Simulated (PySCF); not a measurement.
C3H3BF2.
Numbering: `[CH3:1][C:2]#[C:3][B:4]([F:5])[F:6]` (hydrogens: H7, H8, H9 on C1)

A linear-response calculation (PySCF, def2-SVPD basis, gas phase, vertical, core orbitals frozen in the response) gave these numbers; the functional is withheld.

Orbital energies (eV): HOMO-3 -11.76, HOMO-2 -11.55, HOMO-1 -8.21, HOMO -7.99, LUMO -1.42, LUMO+1 0.08, LUMO+2 0.22.

```
state  E (eV)       f  main configurations (H = HOMO, L = LUMO)
   S1    5.03  0.0002                                 H→L (99%)
   S2    5.87   0.079                  H-1→L (74%), H→L+2 (25%)
   S3    6.75  0.0004                             H-1→L+2 (98%)
   S4    7.12  0.0098                               H→L+1 (99%)
   S5    7.35   0.012                             H-1→L+1 (99%)
   S6    7.84   0.015                               H→L+3 (99%)
```

Triplets, Tamm–Dancoff:

| state | E (eV) | λ (nm) | main configurations (H = HOMO, L = LUMO) |
| --- | --- | --- | --- |
| T1 | 4.49 | 275.8 | H-1→L (93%) |
| T2 | 4.68 | 265.2 | H→L (95%) |
| T3 | 5.49 | 226.0 | H→L+2 (92%) |
| T4 | 6.34 | 195.7 | H-1→L+2 (94%) |

Vertical ionisation energy by ΔSCF with the same functional: 10.61 eV. Mean static polarisability: 50.8 au.

**Question.** Which of these was used?
A. B3LYP
B. CAM-B3LYP
C. PBE
D. HF

**Answer.** A. B3LYP is a global hybrid with 20% exact exchange. In this run −ε(HOMO) = 7.99 eV differs from the ΔSCF value by -2.62 eV, and S1 differs from the orbital gap of 6.57 eV by -1.55 eV. The ratio −ε(HOMO)/IP is 0.75. Usual ranges for neutral molecules in this basis: 0.67 to 0.83 with B3LYP, 0.5 to 0.7 with PBE, 0.85 to 0.93 with CAM-B3LYP; with Hartree–Fock the ratio is 1 or more (Koopmans' value less the relaxation energy is the ΔSCF value). The other options: PBE, a GGA without exact exchange; HF, time-dependent Hartree–Fock, 100% exact exchange; CAM-B3LYP, range-separated, 19% exact exchange at short range and 65% at long range (ω = 0.33 bohr⁻¹).

Computed with TDDFT B3LYP/def2-SVPD, vertical, gas phase, core orbitals frozen in the response (PySCF 2.14.0, density-fitted response routines). Isolated species at its PBE0-D3(BJ)/def2-SVP geometry, gas phase.

The run took 39 s wall on Arm Neoverse V2, one thread, on a shared host.
